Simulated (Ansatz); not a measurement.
Gas-phase electronic energies from Ansatz, PBE0-D4/def2-TZVP geometries. CBS: MP2 limit from def2 TZ/QZ plus the TZ coupled-cluster correction, frozen cores. This one scheme is used for every species. DFT in def2-TZVPP. One conformer a species, not always the lowest.

Reaction (hydrogenolysis of the Si–Si bond): `F[Si](F)(Cl)[SiH](Cl)Cl` + H₂ → `F[SiH](F)Cl` + dichlorosilane

```json
{"level": "revPBE-D4", "ΔE (kcal/mol)": "-2.0", "difference from CCSD(T)/CBS": "6.7"}
{"level": "CAM-B3LYP-D4", "ΔE (kcal/mol)": "-8.9", "difference from CCSD(T)/CBS": "-0.2"}
{"level": "ωB97X-V", "ΔE (kcal/mol)": "-8.4", "difference from CCSD(T)/CBS": "0.3"}
{"level": "PBE-QIDH", "ΔE (kcal/mol)": "-9.5", "difference from CCSD(T)/CBS": "-0.8"}
{"level": "revPBE", "ΔE (kcal/mol)": "-7.2", "difference from CCSD(T)/CBS": "1.5"}
{"level": "BLYP", "ΔE (kcal/mol)": "-10.1", "difference from CCSD(T)/CBS": "-1.4"}
{"level": "r2SCAN", "ΔE (kcal/mol)": "-7.4", "difference from CCSD(T)/CBS": "1.3"}
{"level": "r2SCANh", "ΔE (kcal/mol)": "-8.1", "difference from CCSD(T)/CBS": "0.6"}
{"level": "r2SCAN0", "ΔE (kcal/mol)": "-9.1", "difference from CCSD(T)/CBS": "-0.4"}
{"level": "BHLYP", "ΔE (kcal/mol)": "-13.4", "difference from CCSD(T)/CBS": "-4.7"}
{"level": "MP2/def2-SVP", "ΔE (kcal/mol)": "-11.9", "difference from CCSD(T)/CBS": "-3.2"}
{"level": "CCSD/def2-SVP", "ΔE (kcal/mol)": "-13.4", "difference from CCSD(T)/CBS": "-4.7"}
{"level": "HF/def2-TZVPP", "ΔE (kcal/mol)": "-17.6", "difference from CCSD(T)/CBS": "-8.9"}
{"level": "MP2/def2-TZVPP", "ΔE (kcal/mol)": "-9.5", "difference from CCSD(T)/CBS": "-0.8"}
{"level": "SCS-MP2/def2-QZVPP", "ΔE (kcal/mol)": "-10.8", "difference from CCSD(T)/CBS": "-2.1"}
{"level": "CCSD/CBS(def2)", "ΔE (kcal/mol)": "-10.3", "difference from CCSD(T)/CBS": "-1.6"}
{"level": "CCSD(T)/CBS", "ΔE (kcal/mol)": "-8.7", "difference from CCSD(T)/CBS": "0"}
```

Largest T1 diagnostic among the species: 0.011.

In def2-TZVPP, CCSD(T) changes the Hartree–Fock value by +7.8 kcal/mol (the triples alone add +1.6 kcal/mol) and MP2 by +8.0 kcal/mol. From r2SCAN to r2SCAN0 (25 % exact exchange), in def2-TZVPP and without D4, ΔE moves by −1.7 kcal/mol.
